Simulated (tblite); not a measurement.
Run record: tight-binding relaxation, `CC(C)[Si@H](CC#N)[SiH2]N`.

Computed with GFN2-xTB geometry optimisation, gas phase (tblite 0.8.0). Start geometry: from a force field or distance geometry. A driver script takes a list of jobs; this job's settings line and coordinates (Å) are shown.

Command:
```bash
OMP_NUM_THREADS=1 python probes_run.py task.json out
```

Input:
```
{"job": {"kind": "relax", "xc": "GFN2-xTB", "basis": "xTB"}, "charge": 0, "multiplicity": 1}
C     -1.599400    -0.008400    -1.232400
C     -1.476600     0.336400     0.239400
C     -2.138000    -0.838500     0.966900
Si     0.292000     0.364700     0.815600
C      1.192600     1.915700     0.460700
C      0.765700     2.572200    -0.778200
N      0.448500     3.081400    -1.760000
Si     1.341600    -1.475800     0.123200
N      2.670400    -1.042200    -0.994800
H     -2.683400    -0.300200    -1.367300
H     -1.018100    -0.892000    -1.520500
H     -1.431700     0.869400    -1.868200
H     -2.052500     1.236400     0.513300
H     -3.136700    -1.062300     0.551600
H     -1.477000    -1.700300     0.796300
H     -2.134000    -0.614400     2.053400
H      0.235000     0.263900     2.309400
H      1.098800     2.577300     1.359800
H      2.279300     1.716700     0.343000
H      0.373900    -2.394400    -0.525700
H      1.946000    -2.192700     1.266400
H      3.360400    -0.460500    -0.462100
H      3.138400    -1.925500    -1.279600
```

Output:
```
step      E/eV     max force
  0    -736.82538    2.799
  1    -737.12125    0.976
  2    -737.20307    2.752
  3    -737.22530    3.180
  4    -737.30800    0.521
  5    -737.36593    0.552
  6    -737.42805    1.077
  7    -737.45695    0.738
  8    -737.49132    0.300
  9    -737.51625    0.630
... (188 lines left out)
198    -737.76414    0.049
199    -737.76426    0.034
200    -737.76439    0.020
201    -737.76447    0.022
202    -737.76454    0.019
203    -737.76458    0.025
204    -737.76462    0.017
205    -737.76466    0.012
206    -737.76468    0.013
207    -737.76470    0.010
```

«max force» is the largest atomic force in eV/Å.

Problem. From which step on does the largest force stay under 0.1 eV/Å, and how much energy is left to gain from there?

Solution. From step 152 (0.072 eV/Å), 17.8 meV above the end.

Summary of the converged run: energy lowered by 21.7 kcal/mol over 207 steps; largest atomic force 0.010 eV/Å at the end.

Hardware: one thread of an Arm Neoverse V2 (shared host). Cost: 2.0 s of wall time.
Labels such as C1 count atoms from 1, the log's own numbers from 0.
